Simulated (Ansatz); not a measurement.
Reaction (SMILES): ClBr (Cl-Br) → Cl atom + Br atom
B3LYP-D3(BJ)/def2-TZVP geometries, fixed; electronic energies without zero-point terms.

The bond dissociation energy at MP2 with Ansatz (an electronic-structure program), in kcal/mol, split into its Hartree-Fock and correlation parts. Cores are frozen (with 3d on Ga to Br). Open shells are unrestricted. No added dispersion term, no relativity. Functions are those of the species that has most.

```json
[
 {"basis": "aug-cc-pV(D+d)Z", "X": "2", "functions": "68", "Hartree-Fock": "13.82", "MP2": "46.40"},
 {"basis": "aug-cc-pV(T+d)Z", "X": "3", "functions": "114", "Hartree-Fock": "17.14", "MP2": "55.31"},
 {"basis": "aug-cc-pV(Q+d)Z", "X": "4", "functions": "182", "Hartree-Fock": "17.43", "MP2": "58.03"},
 {"basis": "aug-cc-pV(5+d)Z", "X": "5", "functions": "276", "Hartree-Fock": "17.53", "MP2": "59.14"}
]
```

Worked estimate of the basis-set limit from each neighbouring pair, with Hartree-Fock from the larger set and the correlation part extrapolated as X^-3.
Correlation parts: X = 2: 32.58, X = 3: 38.17, X = 4: 40.60, X = 5: 41.61.
- (2,3): (27·(38.17) - 8·(32.58))/19 = 40.52; with Hartree-Fock 17.14 the estimate is 57.66 kcal/mol.
- (3,4): (64·(40.60) - 27·(38.17))/37 = 42.37; with Hartree-Fock 17.43 the estimate is 59.80 kcal/mol.
- (4,5): (125·(41.61) - 64·(40.60))/61 = 42.67; with Hartree-Fock 17.53 the estimate is 60.20 kcal/mol.
The last two estimates differ by 0.40 kcal/mol; the largest set lies 1.06 from the last. Over the last step Hartree-Fock moves by 0.10 and the correlation part by 1.01.
